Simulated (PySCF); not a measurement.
Ranking problems on computed properties.

Each SMILES stands for a single optimised conformer of the isolated species, non-relativistic unless stated. Electronic properties by PySCF.

The conformers computed, where there is a choice (atom-mapped SMILES and torsion angles):
- `[CH2:1]=[CH:2][O:3][CH:4]([F:5])[F:6]`: C1–C2–O3–C4 9°, C2–O3–C4–F5 168°
- `[CH3:1][NH:2][CH2:3][CH:4]([SiH3:5])[SiH3:6]`: C1–N2–C3–C4 -170°, N2–C3–C4–Si5 39°
- `[CH3:1][SiH2:2][SiH2:3][PH2:4]`: C1–Si2–Si3–P4 -172°, H–P4–Si3–Si2 -64°, H–P4–Si3–Si2 -157°
- `[CH3:1][SiH2:2][NH:3][SiH2:4][SiH2:5][F:6]`: C1–Si2–N3–Si4 -178°, Si2–N3–Si4–Si5 -161°, N3–Si4–Si5–F6 -179°
- `[F:1][Si@@H:2]([CH2:3][SiH3:4])[NH:5][SiH3:6]`: F1–Si2–C3–Si4 -53°, F1–Si2–N5–Si6 49°
- `[CH3:1][O:2][c:3]1[n:4][n:5][cH:6][o:7]1`: C1–O2–C3–N4 0°
- `[CH3:1][C:2]1=[C:3]([C:4]([F:5])([F:6])[F:7])[P@H+:8]1[CH3:9]`: C2–C3–C4–F5 123°
- `[CH3:1][N:2]([CH3:3])[SiH2:4][CH2:5][SiH3:6]`: C1–N2–Si4–C5 41°, N2–Si4–C5–Si6 169°
- `[F:1][SiH2:2][N:3]([SiH3:4])[CH2:5][SiH3:6]`: F1–Si2–N3–Si4 160°, Si2–N3–C5–Si6 -84°
- `[CH3:1][NH:2][SiH2:3][SiH2:4][SiH2:5][F:6]`: C1–N2–Si3–Si4 54°, N2–Si3–Si4–Si5 -74°, Si3–Si4–Si5–F6 -12°
- `[CH3:1][NH:2][SiH2:3][Si@H:4]([F:5])[SiH3:6]`: C1–N2–Si3–Si4 173°, N2–Si3–Si4–F5 160°
- `[CH3:1][Si@H:2]([NH2:3])[SiH2:4][SiH2:5][F:6]`: C1–Si2–Si4–Si5 91°, Si2–Si4–Si5–F6 -8°, H–N3–Si2–C1 65°, H–N3–Si2–C1 -73°

Task: Rank by HOMO–LUMO gap, lowest first (CAM-B3LYP/def2-SVPD at GFN2-xTB geometries).
A. `F[Si@@H](C[SiH3])N[SiH3]`
B. `[SiH2]([SiH2]P)C`
C. `C[SiH2]N[SiH2][SiH2]F`
D. `COc1nnco1`
E. `CNCC([SiH3])[SiH3]`
F. `C=COC(F)F`
G. `CC1=C(C(F)(F)F)[P@H+]1C`

Result: C (8.71 eV), B (9.19 eV), E (9.29 eV), D (9.83 eV), A (9.98 eV), G (10.18 eV), F (10.28 eV).

Task: Rank by lowest triplet excitation (Tamm–Dancoff), highest first (TDA CAM-B3LYP/def2-SVPD at GFN2-xTB geometries).
A. `[SiH2]([SiH2][SiH2]F)NC`
B. `F[SiH2]N([SiH3])C[SiH3]`
C. `F[Si@@H](C[SiH3])N[SiH3]`
D. `C[SiH2]N[SiH2][SiH2]F`
E. `CN([SiH2]C[SiH3])C`
F. `COC1=NN=CO1`
G. `CC1=C(C(F)(F)F)[P@H+]1C`
H. `N(C)CC([SiH3])[SiH3]`

Result: C (6.27 eV), H (5.93 eV), E (5.67 eV), B (5.50 eV), D (5.10 eV), A (4.97 eV), G (4.72 eV), F (4.60 eV).

Task: Rank by electronic spatial extent ⟨r²⟩ about the centre of nuclear charge, lowest first (CAM-B3LYP/def2-SVPD at GFN2-xTB geometries).
A. `C=COC(F)F`
B. `F[Si@@H](C[SiH3])N[SiH3]`
C. `CN[SiH2][SiH2][SiH2]F`
D. `CN[SiH2][Si@H](F)[SiH3]`
E. `CC1=C(C(F)(F)F)[P@H+]1C`
F. `P[SiH2][SiH2]C`
G. `CN(C)[SiH2]C[SiH3]`

Result: A (556 bohr²), F (1036 bohr²), C (1405 bohr²), G (1441 bohr²), E (1489 bohr²), D (1594 bohr²), B (1697 bohr²).

Task: Rank by HOMO energy, lowest first (CAM-B3LYP/def2-SVPD at GFN2-xTB geometries).
A. `C[Si@H](N)[SiH2][SiH2]F`
B. `CN(C)[SiH2]C[SiH3]`
C. `C=COC(F)F`
D. `C[SiH2]N[SiH2][SiH2]F`

Result: C (-9.20 eV), D (-8.80 eV), A (-8.64 eV), B (-7.66 eV).

Task: Give the two extremes of that set in hartree.

Result: `C=COC(F)F`: -0.338 Eh; `CN(C)[SiH2]C[SiH3]`: -0.282 Eh.

Task: Rank by lowest singlet excitation, highest first (TDDFT CAM-B3LYP/def2-SVPD at GFN2-xTB geometries).
A. `CN[SiH2][Si@H](F)[SiH3]`
B. `F[SiH2]N([SiH3])C[SiH3]`
C. `F[SiH2][SiH2]N[SiH2]C`
D. `CC1=C(C(F)(F)F)[P@H+]1C`
E. `n1c(OC)ocn1`

Result: D (6.37 eV), E (6.17 eV), B (5.81 eV), C (5.46 eV), A (5.05 eV).

Task: Rank by dipole moment, highest first (CAM-B3LYP/def2-SVPD at GFN2-xTB geometries).
A. `C=COC(F)F`
B. `F[Si@@H](C[SiH3])N[SiH3]`
C. `F[SiH2]N([SiH3])C[SiH3]`
D. `C[Si@H](N)[SiH2][SiH2]F`
E. `CN(C)[SiH2]C[SiH3]`

Result: A (2.63 D), B (2.47 D), C (1.44 D), E (1.29 D), D (0.88 D).

Task: By how much do the two ends of that ranking differ?

Result: By 1.75 D, between `C=COC(F)F` and `C[Si@H](N)[SiH2][SiH2]F`.
